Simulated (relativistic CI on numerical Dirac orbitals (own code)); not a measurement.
**What each ingredient does to the levels of Pb LXXVI**

Base calculation: Dirac-Coulomb-Breit CI, KLI orbitals optimised for each configuration, model QED, unscaled Slater integrals.

Configurations in the expansion (outside the closed core 1s2): 2s2.2p3, 2s.2p4, 2p5, 2s2.2p2.3s, 2p4.3s, 2p4.3p, 2s2.2p2.3p, 2p4.3d, 2s2.2p2.3d, 2s.2p3.3s, 2s.2p3.3p, 2s.2p3.3d, 2s2.2p2.4s, 2s2.2p2.4p, 2s2.2p2.4d, 2s2.2p2.4f, 2s2.2p.3s2, 2s2.2p.3s.3p, 2s.2p3.4s, 2s2.2p2.5s, 2s2.2p.3s.3d, 2s2.2p.3p2, 2s2.2p2.5p, 2s.2p3.4p, 2s2.2p2.5d, 2s2.2p2.5f, 2s2.2p2.5g, 2s.2p3.4d, 2s.2p3.4f, 2s2.2p.3p.3d, 2s.2p2.3s2, 2s2.2p.3d2, 2s.2p2.3s.3p, 2s.2p2.3s.3d, 2s.2p2.3p2, 2s.2p2.3p.3d. Levels of other configurations are missing.

The lowest level and the first level of each name with at least 55 % of one term (blank where a level has no safe partner in the second run):

| Level | Base (eV) | Shift (eV) |
| --- | --- | --- |
| 2s2.2p3 2P°_3/2 | 0.0 | 0.0 |
| 2s2.2p3 4S°_3/2 | 2254.9 | +26.2 |
| 2s2.2p3 2D°_5/2 | 2277.9 | +40.2 |
| 2s2.2p3 2P°_1/2 | 2341.2 | +22.2 |
| 2s.2p4 4P_5/2 | 2666.3 | +9.4 |
| 2s.2p4 2S_1/2 | 2790.2 | -5.5 |
| 2s.2p4 4P_3/2 | 4954.5 | +27.0 |
| 2s.2p4 2D_5/2 | 4997.9 | +41.9 |
| 2s.2p4 2P_1/2 | 5077.8 | +26.4 |
| 2s.2p4 2D_3/2 | 5084.4 | +34.3 |
| 2p5 2P°_3/2 | 5538.8 | +4.0 |
| 2p5 2P°_1/2 | 7829.2 | +30.4 |
| 2s2.2p2.3s 4P_3/2 | 13082.3 | +44.1 |
| 2s2.2p2.3s 2P_1/2 | 13094.3 | +44.2 |

At this charge energies of transitions that change n are usually good to better than 1 %, and those within a shell (Δn = 0) to a few per cent.

Task: One thing was changed in a second run, which moved the levels as shown. Which?
A. configuration mixing switched off
B. valence Slater integrals scaled by 0.9
C. Breit term removed
D. QED terms removed

Result: C. Breit term removed. The Breit term mainly narrows fine-structure intervals, so removing it widens them.

LS names give the leading component of a level, which can be under half, so a name can repeat, a term be missing and a line seem to break the LS rules.
